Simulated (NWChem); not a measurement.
CH4BFO; SMILES O(C)BF

```xyz
8

B     -0.6548    -0.7426     0.0000
H     -1.7158    -1.3296     0.0000
F      0.4941    -1.4392     0.0000
O     -0.6543     0.6074     0.0000
C      0.5393     1.3855     0.0000
H      1.4509     0.7540     0.0000
H      0.5452     2.0348    -0.8989
H      0.5452     2.0348     0.8989
```
Atoms are numbered in this order, from 1.

Results from NWChem. Pople sets run with spherical d functions. All runs use the structure optimised with PBE-D3(BJ)/def2-SVP.

**Question.** What does the run give for B97-2/6-31G*? Quantities: highest occupied level (eV); orbital gap (eV); dipole (D).

**Answer.** 
```
Quantity                     Value
---------------------------  -----
highest occupied level (eV)  -8.76
orbital gap (eV)              9.78
dipole (D)                    1.53
```
